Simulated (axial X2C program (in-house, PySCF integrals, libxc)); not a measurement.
## MnO⁻ at several levels of theory

Calculated with an in-house all-electron X2C program for linear molecules (integrals from PySCF). Spin-free means the one-electron spin-free X2C Hamiltonian; two-component (2c) means X2C with spin–orbit coupling and atomic mean-field two-electron Coulomb and Gaunt terms, so the difference of the two also holds small scalar two-electron terms. Basis: Mn dyall-acv3z [10s11p7d4f2g], O dyall-av3z [7s6p3d2f] (cores contracted in-house); Gaussian nuclei, density fitting, unrestricted open shells. Masses: Mn 54.938 u, O 15.995 u.

State, spin-free: M_S = 2, Λ = 0 (beyond evenly filled blocks: π+α, π-α, δ+α, δ-α); electrons by block: σα: 9, σβ: 9, π+α: 4, π+β: 3, π-α: 4, π-β: 3, δ+α: 1, δ-α: 1. Fragments: Mn- + O.

State, 2c: Ω = 2 (⟨Sz⟩ = 2.00, ⟨Lz⟩ = 0.00 at PBE0); electrons by block: 1/2: 12, -1/2: 13, 3/2: 4, -3/2: 4, 5/2: 1. Fragments: Mn- + O.

```tsv
Hamiltonian	level	Re (Å)	ωe (cm⁻¹)	αe (cm⁻¹)	μ (D)
spin-free	PBE0	1.660	797.4	0.00428	-0.28
spin-free	CCSD	1.705	623.8	0.00667	n/a
spin-free	CCSD(T)	1.684	684.4	n/a	n/a
spin-free	M06	1.664	812.8	0.00413	-1.54
2c	PBE0	1.660	797.2	0.00427	-0.28
2c	M06	1.664	812.6	0.00413	-1.54
```

Correlated methods: 14 electrons correlated (number of frozen shells: Mn 3 s, 2 p; O 1 s), 292 virtual spin orbitals or spinors in MP2, 90 natural virtuals in coupled cluster.

Dipoles are positive if O is the positive end and refer to the centre of mass.

One determinant describes the state; a PBE0 search over occupations chose it and may have missed a lower one. De is not given where an atomic determinant may have missed its ground term or J level, or where the truncated virtual space spoils (T). Density functionals use the spin component along the axis (collinear). CCSD and (T) use frozen natural virtuals with an MP2 correction for the truncation; (T) itself is uncorrected, so its De runs slightly low. PBE0 can misorder states that lie within some tenths of an eV, so this need not be the ground state of the molecule. The nearest other spin-free determinant of the search, M_S = 3, Λ = 0, lies 0.13 eV up at the distance of the search. Without a current term, density functionals place determinants with orbital angular momentum somewhat too high. With several unpaired electrons one determinant need not be a pure state. Open-shell Ω = 0 determinants with evenly filled partner blocks cannot be reached by this program, so the Ω shown need not be the lowest component. The highest occupied level of some functionals is positive through self-interaction error; at Hartree–Fock it is bound. The determinant is spin-polarised beyond a pure state at some levels (its spin-free form has ⟨S²⟩ too high), which makes Re and μ there less reliable. The T1 diagnostic is large, a sign of multireference character.

No reliable constants came from CCSD (2c), CCSD(T) (2c), HF (2c), HF (spin-free), MP2 (2c), MP2 (spin-free): no minimum in range, unconverged points, a curve that is not smooth, a change of character along it, or the two Hamiltonians disagreeing along it.

Rough cost a point (2c) on 1 thread(s) of a shared host, integrals apart: PBE0 0.6 s, M06 1 s.

The whole task took 3.6 min on 1 thread of AMD EPYC 9R45 96-Core Processor (Zen 5), on a shared host.
